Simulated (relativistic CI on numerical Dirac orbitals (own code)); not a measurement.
# Hyperfine structure of Eu⁹⁺, mass number 153

Calculated at this level of theory: Dirac-Coulomb-Breit CI, orbitals from a KLI potential per configuration, model QED, unscaled Slater integrals (own radial code, finite nucleus).

Configuration list (outside the closed core [Kr] 4d10): 4f⁵5s²5p, 4f⁶5s², 4f⁷5s, 4f⁵5s²6s, 4f⁵5s²7s. The list is cut by size and lacks configurations that can hold low levels.

Nuclear spin I = 5/2, μ = 1.5294 μN, Q = 2.41 b (tables of Stone and Pyykkö). The electronic factors are computed for point nuclear moments, without core polarisation or the Bohr-Weisskopf and QED corrections.

```
       Level  E (cm⁻¹)  A (MHz)  B (MHz)
4f⁵5s²5p ⁷I3       0.0     3247     4460
4f⁵5s²5p ⁷I4    2062.4     2024      535
4f⁵5s²5p ⁷I5    4531.2     1396    -1560
4f⁵5s²5p ⁷I6    7408.7     1008    -2520
4f⁵5s²5p ⁵G2    8283.7    -1772     -686
4f⁵5s²5p ⁷G1   10060.5     5852      855
4f⁵5s²5p ⁷G2   10917.2     1776    -1910
4f⁵5s²5p ⁷G3   12223.0    849.4    -2940
```

Levels with J = 0, under 50 % of one LS term, or S terms without an open s electron are left out. Small factors come from cancelling terms and can be off by tens of per cent or more.

At this charge energies of transitions that change n are usually good to better than 1 %, and those within a shell (Δn = 0) to a few per cent. Terms inside the open d or f shell come out 10 to 20 % too wide with unscaled integrals. Levels and lines within the n = 5 or 6 shells can be off by up to 10 % or somewhat more, and those that change n by about 2 %, since core polarisation is missing.

Problem. Give the hyperfine levels of 4f⁵5s²5p ⁷I3 relative to its centre of gravity.

Solution. With K = F(F + 1) − I(I + 1) − J(J + 1), E = AK/2 + B[¾K(K + 1) − I(I + 1)J(J + 1)]/[2I(2I − 1)J(2J − 1)]: F = 1/2: -29800, F = 3/2: -26130, F = 5/2: -19570, F = 7/2: -9456, F = 9/2: 5157, F = 11/2: 25470 MHz.

LS names give the leading component of a level, which can be under half, so a name can repeat, a term be missing and a line seem to break the LS rules.
